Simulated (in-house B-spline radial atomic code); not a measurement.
A fraction x of an electron is removed from 4p in Xe II (Xe+), starting from [Kr] 4d10 5s2 5p5 and keeping the highest spin. All numbers are computed (scalar-relativistic (X2C) PBEsol, spin-polarised, spherical fractional occupations; Fermi nucleus of rms radius 4.7859 fm) with a B-spline radial code for spherical atoms, not measured.

| x | E(x) - E(0) (eV) | 4p down level (eV) |
| --- | --- | --- |
| 0 | 0.0000 | -151.039 |
| 0.06 | 9.0964 | -152.177 |
| 0.2 | 30.5883 | -154.854 |
| 0.25 | ? | ? |
| 0.44 | 68.3106 | -159.513 |
| 0.5 | ? | ? |
| 0.61 | 95.7121 | -162.864 |
| 0.74 | 117.0524 | -165.453 |
| 0.75 | 118.7080 | -165.653 |
| 0.97 | 155.6384 | -170.089 |
| 1 | 160.7503 | -170.699 |

Task: What belongs in the row x = 0.25?

Result: An energy change of 38.3550 eV; 4p down at -155.818 eV.

Task: What belongs in the row x = 0.5?

Result: An energy change of 77.9167 eV; 4p down at -160.691 eV.

Task: Check Janak's theorem between x = 0.06 and 0.2.

Result: The slope of the energy is 153.51 eV; the orbital levels give 153.52 eV (-ε of the emptying orbital, averaged over the two points).
